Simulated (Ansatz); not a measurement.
Basis sets compared for the cluster Li₁₆⁺. Total charge 1; doublet. Geometry PBE/def2-SVP. Ansatz on 4 threads of Arm Neoverse V1 on a shared host; times are rough, and most runs start from earlier orbitals.

Cartesian coordinates in Å:
```
Li -2.1560 0.4436 -2.8667
Li -1.0477 -1.8707 -1.0090
Li -1.1401 1.0072 3.3199
Li 0.1606 0.6667 -1.3992
Li 2.0877 -0.3523 2.9496
Li 0.9501 1.9390 1.0344
Li 2.6136 1.8651 -1.6941
Li 0.4601 1.7078 -3.9251
Li 2.1888 -0.8869 -0.1759
Li -0.4145 -1.9778 3.7980
Li -0.5962 3.2905 -1.4600
Li -2.1231 1.0448 0.2539
Li -0.1584 -0.6666 1.3979
Li -2.6773 -1.7298 1.7076
Li 1.1729 -1.1923 -3.1588
Li 0.6795 -3.2881 1.2275
```

The structure comes from a short search, and lower isomers may exist.

```tsv
level	functions	energy (Eh)	HOMO (eV)	LUMO (eV)	wall time
PBE/def2-SVP	144	-119.7869	-5.28	-4.80	8 s
PBE0/def2-SVP	144	-119.8493	-5.71	-4.30	18 s
```

(1) Estimate the rows for PBE/def2-TZVP (with forces), PBE0/def2-TZVP.

Results:

(1) 
```
                      level  functions  energy (Eh)  HOMO (eV)  LUMO (eV)  wall time
PBE/def2-TZVP (with forces)        224    -119.8893      -5.35      -4.85      8.5 s
             PBE0/def2-TZVP        224    -119.9512      -5.78      -4.37       18 s
```
